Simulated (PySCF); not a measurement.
Several compounds and their computed core spectra got separated.

Computed with delta-SCF UKS SCAN, pcX-2 on the ionised atom, pcseg-1 elsewhere, spin-free X2C in PySCF 2.14.0. Geometries: PBE0-D3(BJ)/def2-SVP; isolated species, one conformer each.

Line lists (1s up to Mg, 2p3/2 beyond, nothing for As, Br or Se; areas count atoms within a level, one atom standing for each set equivalent by bonding):
1. B 1s: 194.58 eV; C 1s: 289.49 (area 2), 290.21 (area 1), 291.10 (area 1) eV
2. C 1s: 290.53 (area 2), 291.01 (area 2), 291.32 (area 2) eV; O 1s: 537.14 eV; S 2p3/2: 173.43 eV
3. O 1s: 518.62 eV
4. F 1s: 693.91 eV; Si 2p3/2: 111.22 eV

Structures:
A. `CCCS(=O)(=O)CCC`
B. `C[Se]CB(C)C`
C. `[As](=O)([O-])([O-])[O-]`
D. `F[Si](F)(F)Br`

Which list belongs to which compound?

- 1 = B: no other candidate has this set of levels. B 1s: 194.58 three-coordinate boron; C 1s: 289.49 sp3 carbon bound to boron (×2), 290.21 sp3 carbon bound to boron, 291.10 sp3 carbon bound to selenium.
- 2 = A: no other candidate has this set of levels. C 1s: 290.53 methyl carbon (×2), 291.01 chain CH2 carbon (×2), 291.32 sp3 carbon bound to sulfur (×2); O 1s: 537.14 sulfonyl oxygen (×2); S 2p3/2: 173.43 sulfonyl sulfur.
- 3 = C: no other candidate has this set of levels. O 1s: 518.62 oxygen bonded to As (×4).
- 4 = D: no other candidate has this set of levels. F 1s: 693.91 silicon-bound fluorine (×3); Si 2p3/2: 111.22 fluorine-bound silicon.

For 2p shells one spin-free hole was relaxed; a mean-field spin–orbit operator and the ground-state splitting of the three 2p orbitals were then diagonalised within the shell. The shell's mean is (2 × 2p3/2 + 2p1/2)/3, and the degeneracies 2j + 1 give areas of 2:1.
